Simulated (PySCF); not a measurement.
SMILES CB(C)O[SiH2]N (C2H10BNOSi), GFN2-xTB optimised geometry.

```
16

Si    -1.34    -1.23    -0.02
N     -1.29    -2.41     1.22
O     -0.06    -0.24    -0.01
B      0.58     0.92     0.00
C      2.18     0.92     0.00
C     -0.21     2.30     0.00
H     -1.23    -1.92    -1.30
H     -2.60    -0.51     0.19
H     -1.58    -2.18     2.16
H     -0.53    -3.08     1.25
H      2.55     1.21     0.98
H      2.60    -0.06    -0.23
H      2.58     1.63    -0.71
H     -1.22     2.19     0.39
H     -0.31     2.66    -1.02
H      0.30     3.08     0.56
```

Density from CAM-B3LYP/def2-TZVP (PySCF) at that geometry.

Minimum of the electron density along straight lines between bonded atoms, close to the bond critical point (lines longer than 1.1 times the sum of covalent radii, or with two minima, are not listed):

```json
[
 {"bond": "Si1–N2", "length / Å": "1.718", "ρ at the minimum / e bohr⁻³": "0.135", "∇²ρ there / e bohr⁻⁵": "0.56", "position (fraction from the first atom)": "0.40"},
 {"bond": "Si1–O3", "length / Å": "1.618", "ρ at the minimum / e bohr⁻³": "0.140", "∇²ρ there / e bohr⁻⁵": "[?]", "position (fraction from the first atom)": "0.42"},
 {"bond": "O3–B4", "length / Å": "1.324", "ρ at the minimum / e bohr⁻³": "0.218", "∇²ρ there / e bohr⁻⁵": "[?]", "position (fraction from the first atom)": "0.66"},
 {"bond": "B4–C5", "length / Å": "1.595", "ρ at the minimum / e bohr⁻³": "0.185", "∇²ρ there / e bohr⁻⁵": "-0.38", "position (fraction from the first atom)": "0.33"},
 {"bond": "B4–C6", "length / Å": "1.595", "ρ at the minimum / e bohr⁻³": "0.184", "∇²ρ there / e bohr⁻⁵": "-0.38", "position (fraction from the first atom)": "0.33"},
 {"bond": "Si1–H7", "length / Å": "1.459", "ρ at the minimum / e bohr⁻³": "0.130", "∇²ρ there / e bohr⁻⁵": "0.17", "position (fraction from the first atom)": "0.49"},
 {"bond": "Si1–H8", "length / Å": "1.463", "ρ at the minimum / e bohr⁻³": "0.129", "∇²ρ there / e bohr⁻⁵": "[?]", "position (fraction from the first atom)": "0.49"},
 {"bond": "N2–H9", "length / Å": "1.006", "ρ at the minimum / e bohr⁻³": "0.337", "∇²ρ there / e bohr⁻⁵": "-1.67", "position (fraction from the first atom)": "0.74"},
 {"bond": "N2–H10", "length / Å": "1.007", "ρ at the minimum / e bohr⁻³": "0.337", "∇²ρ there / e bohr⁻⁵": "-1.67", "position (fraction from the first atom)": "0.74"},
 {"bond": "C5–H11", "length / Å": "1.089", "ρ at the minimum / e bohr⁻³": "0.271", "∇²ρ there / e bohr⁻⁵": "-0.90", "position (fraction from the first atom)": "0.64"},
 {"bond": "C5–H12", "length / Å": "1.087", "ρ at the minimum / e bohr⁻³": "0.276", "∇²ρ there / e bohr⁻⁵": "-0.94", "position (fraction from the first atom)": "0.64"},
 {"bond": "C5–H13", "length / Å": "1.087", "ρ at the minimum / e bohr⁻³": "0.274", "∇²ρ there / e bohr⁻⁵": "-0.92", "position (fraction from the first atom)": "0.64"},
 {"bond": "C6–H14", "length / Å": "1.087", "ρ at the minimum / e bohr⁻³": "0.275", "∇²ρ there / e bohr⁻⁵": "-0.93", "position (fraction from the first atom)": "0.64"},
 {"bond": "C6–H15", "length / Å": "1.089", "ρ at the minimum / e bohr⁻³": "0.271", "∇²ρ there / e bohr⁻⁵": "-0.90", "position (fraction from the first atom)": "0.64"},
 {"bond": "C6–H16", "length / Å": "1.087", "ρ at the minimum / e bohr⁻³": "0.275", "∇²ρ there / e bohr⁻⁵": "-0.93", "position (fraction from the first atom)": "0.64"}
]
```

Q: Fill in the missing entries.

A: 
- Si1–O3, ∇²ρ there / e bohr⁻⁵: 0.95
- O3–B4, ∇²ρ there / e bohr⁻⁵: 1.17
- Si1–H8, ∇²ρ there / e bohr⁻⁵: 0.16
